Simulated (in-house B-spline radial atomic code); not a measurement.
A fraction x of an electron is added to 2p in neutral carbon, starting from [He] 2s2 2p2 and keeping the highest spin. Level of theory: non-relativistic LC-wPBE, spin-polarised, spherical fractional occupations, point nucleus; calculated with a B-spline radial code for spherical atoms.

Caution: exact exchange at fractional occupations of open shells leaves self-interaction of up to several eV.

```json
{"x": "0", "E(x) - E(0) (eV)": "0.0000", "2p up level (eV)": "-7.873"}
{"x": "0.1", "E(x) - E(0) (eV)": "-0.7505", "2p up level (eV)": "-7.139"}
{"x": "0.2", "E(x) - E(0) (eV)": "?", "2p up level (eV)": "?"}
{"x": "0.3", "E(x) - E(0) (eV)": "-2.0372", "2p up level (eV)": "-5.744"}
{"x": "0.4", "E(x) - E(0) (eV)": "-2.5784", "2p up level (eV)": "-5.083"}
{"x": "0.5", "E(x) - E(0) (eV)": "-3.0546", "2p up level (eV)": "-4.447"}
{"x": "0.6", "E(x) - E(0) (eV)": "-3.4686", "2p up level (eV)": "-3.837"}
{"x": "0.7", "E(x) - E(0) (eV)": "?", "2p up level (eV)": "?"}
{"x": "0.8", "E(x) - E(0) (eV)": "-4.1201", "2p up level (eV)": "-2.696"}
```

(1) What belongs in the row x = 0.2?

(2) What belongs in the row x = 0.7?

(3) Check Janak's theorem between x = 0.3 and 0.4.

## Answers

(1) An energy change of -1.4287 eV; 2p up at -6.429 eV.

(2) An energy change of -3.8229 eV; 2p up at -3.253 eV.

(3) The slope of the energy is -5.41 eV; the orbital levels give -5.41 eV (ε of the filling orbital, averaged over the two points).
